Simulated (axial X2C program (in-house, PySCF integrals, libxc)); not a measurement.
**Testing model relations on HfH⁻**

A bond curve at the PBE0 level, two-component, was computed with an in-house all-electron X2C program for linear molecules (integrals from PySCF) (basis Hf dyall-acv3z [14s15p10d7f4g], H dyall-av3z [7s3p2d] (cores contracted in-house)) for the state Ω = 2 (⟨Sz⟩ = -0.92, ⟨Lz⟩ = 2.92 at PBE0). Its fit gives Re = 1.9016 Å, ωe = 1383.5 cm⁻¹, ωexe = 27.7 cm⁻¹ and αe = 1.439e-01 cm⁻¹; the masses are 179.9465 and 1.0078 u. Two-component means X2C with spin–orbit coupling and atomic mean-field Coulomb and Gaunt terms.

Question: Find the reduced mass, Be and the force constant.

Answer: From the PBE0 values: μ = 1.0022 u. Be = 16.8576/(μ Re²) = 4.652 cm⁻¹. k = 5.8918×10⁻⁷ μ ωe² = 1.13 mdyn/Å.

Question: Where do the fundamental and the first overtone lie?

Answer: ν(1←0) = ωe − 2ωexe = 1328.1 cm⁻¹; ν(2←0) = 2ωe − 6ωexe = 2600.8 cm⁻¹.

Question: A Morse curve ties αe to the other constants (Pekeris). How well does that hold?

Answer: αe(Morse) = 6Be²/ωe × (√(ωexe/Be) − 1) = 1.352e-01 cm⁻¹; the PBE0 curve gives 1.439e-01 cm⁻¹, a ratio of 0.94.

Question: Estimate the centrifugal constant by the Kratzer relation.

Answer: D = 4Be³/ωe² = 2.10e-04 cm⁻¹.

Question: Scale the constants to the deuteride (D 2.0141 u) within the Born–Oppenheimer picture.

Answer: ρ = √(μH/μD) = 0.7093; ωe = 981.4, ωexe = 13.9, Be = 2.341 cm⁻¹; the zero-point energy falls by 198 cm⁻¹.

Occupations by symmetry block were frozen at the best pattern of an incomplete PBE0 search. Density functionals use the spin component along the axis (collinear). The functionals have no current-density term, which raises determinants with orbital currents, atoms included. With several unpaired electrons one determinant need not be a pure state. A state of lower Ω lies just above, and one determinant can place such states too high, so the state shown need not be the lowest. The search has Ω = 1 only 0.09 eV up. The highest occupied level of some functionals is positive through self-interaction error; at Hartree–Fock it is bound. The lowest spin-free determinant has another configuration (M_S = 1, Λ = 0), so the order of states is uncertain and this need not be the ground state.
